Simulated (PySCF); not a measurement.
Compound: C7H8BrN.
Z-matrix (Å and degrees, PBE0-D3(BJ)/def2-SVP geometry), rows numbered from 1:
```
C 
N   1  1.4326
C   2  1.3710  1  123.28
C   3  1.4079  2  122.10  1     9.02
C   4  1.3919  3  120.17  2   178.67
C   5  1.3924  4  121.81  3     0.39
C   6  1.3953  5  117.61  4    -0.03
Br  7  1.8913  6  119.27  5   179.78
C   7  1.3870  6  122.02  5    -0.22
H   1  1.1031  2  111.36  3   -62.50
H   1  1.1077  2  113.31  3    58.95
H   1  1.0981  2  109.16  3   179.37
H   2  1.0095  1  117.13  3  -157.81
H   4  1.0902  3  120.29  2    -1.33
H   5  1.0930  4  119.02  3  -179.89
H   6  1.0900  5  121.60  4   179.81
H   9  1.0921  3  119.98  2     0.80
```

Linear response at B3LYP/def2-SVPD (PySCF, frozen core in the response, non-relativistic). Relativistic effects, spin–orbit coupling among them, are left out although an element past zinc is present.

Static isotropic polarisability: 118.15 au (17.51 Å³), principal values 71.4, 118.5, 164.5 au.

Problem. What is the polarisability at 1064 nm and at the sodium D line?

Solution. 119.90 au at 1064 nm (+1.5 %), 124.31 au at 589.3 nm (+5.2 %). The rise at 589.3 nm is 3.52 times that at 1064 nm; a pure ω² law gives 3.26. The lowest singlet lies at 279 nm, shorter than both wavelengths.

Problem. What is the isotropic C6 coefficient between two such molecules, C6 = (3/π)∫α(iω)² dω?

Solution. 4891 au (Eh·bohr⁶) by a ten-point quadrature over imaginary frequencies, which is 2920 eV·Å⁶ or 282 J·nm⁶/mol.

Problem. Which effective excitation energy ω̄ makes London's formula C6 = (3/4)α²ω̄ exact here?

Solution. ω̄ = 4·C6/(3α²) = 0.467 Eh = 12.7 eV. A one-pole form α(ω) = α/(1 − ω²/ω̄²) fitted to the 1064 nm value gives 9.6 eV.

Problem. What molar refraction at the D line follows from R = (4π/3)·N_A·α′, with α′ the polarisability volume?

Solution. α′ = 18.42 Å³ gives R = 46.47 cm³/mol, for isolated, non-vibrating species.

Problem. How many electrons N does the Slater–Kirkwood formula C6 = (3/4)·√N·α^(3/2) need to give this C6?

Solution. N = (4·C6/3)²/α³ = 25.8; the species has 92 electrons in all.

Problem. What three-body coefficient follows from the one-pole estimate C9 = (3/4)·α·C6?

Solution. 433000 au. This is an estimate from the two numbers above, not a computed integral.

Problem. The lowest 6 singlets have (eV, f): 4.45, 0.049; 4.77, 0.000; 5.20, 0.004; 5.26, 0.111; 5.49, 0.000; 5.67, 0.012. What share of the static polarisability do they carry in the sum over states α = Σ f/ω²?

Solution. 5.19 au, 4.4 % of α; the largest term, 2.98 au, is that of the state at 5.26 eV. Their oscillator strengths add up to 0.18. Higher states carry the rest.

Problem. How anisotropic is the static polarisability, by Δα² = ½[(α1 − α2)² + (α2 − α3)² + (α3 − α1)²]?

Solution. Δα = 80.6 au, or 0.68 of the isotropic value.

Problem. What n − 1 at the D line would an ideal gas of it have at 273.15 K and 1 atm (2.6868 × 10¹⁹ cm⁻³), by n − 1 = 2π·N·α′?

Solution. 31.10 × 10⁻⁴, a formal value whether or not that pressure can be reached.

One conformer stands for the species.
